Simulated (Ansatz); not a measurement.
Species: GeHBr$_{2}$, charge 0, doublet. GeHBr2 (SMILES [Br][GeH][Br], doublet).
B3LYP-D3(BJ)/def2-TZVP minimum from Ansatz (a quantum-chemistry and plane-wave program):
```
Ge
H 1 1.5627
Br 1 2.3362 2 106.58
Br 1 2.3362 2 106.58 3 -116.78
```
Charge 0, spin multiplicity 2.

Wanted: atomisation energy (electronic, to ground-state atoms), in kJ/mol. Radicals and triplets start from unrestricted determinants; spin-orbit coupling is neglected. Correlated methods leave the cores frozen (noble-gas shells, and filled d and f shells in the p block). No relativity. CBS(X,Y): correlation extrapolated as X^-3, Hartree-Fock from the larger set. A bracket is a step between two methods taken in the basis named. Double hybrids freeze cores in their MP2 part. For partners of very few electrons the exact lower level stands in for a higher one. Spin-orbit terms, left out, reach several kcal/mol for Br and I, and more for heavier atoms.

CCSD(T)/CBS(cc-pVTZ,cc-pVQZ) + [CCSDT(Q) - CCSD(T)]/cc-pVDZ (Ansatz) gives 878.8 kJ/mol.

How far off this value is PBE/def2-TZVPD (Ansatz), in which direction, and how far these levels: B3LYP/def2-TZVPD, wB97M-V/def2-TZVPD, B2PLYP/def2-TZVPD, CCSD(T)/CBS(cc-pVTZ,cc-pVQZ)?

PBE gives 893.0 kJ/mol, 14.2 kJ/mol above it. Differences of the others: B3LYP/def2-TZVPD (Ansatz) -31.6; wB97M-V/def2-TZVPD (Ansatz) -20.0; B2PLYP/def2-TZVPD (Ansatz) -30.0; CCSD(T)/CBS(cc-pVTZ,cc-pVQZ) (Ansatz) -2.3 kJ/mol.
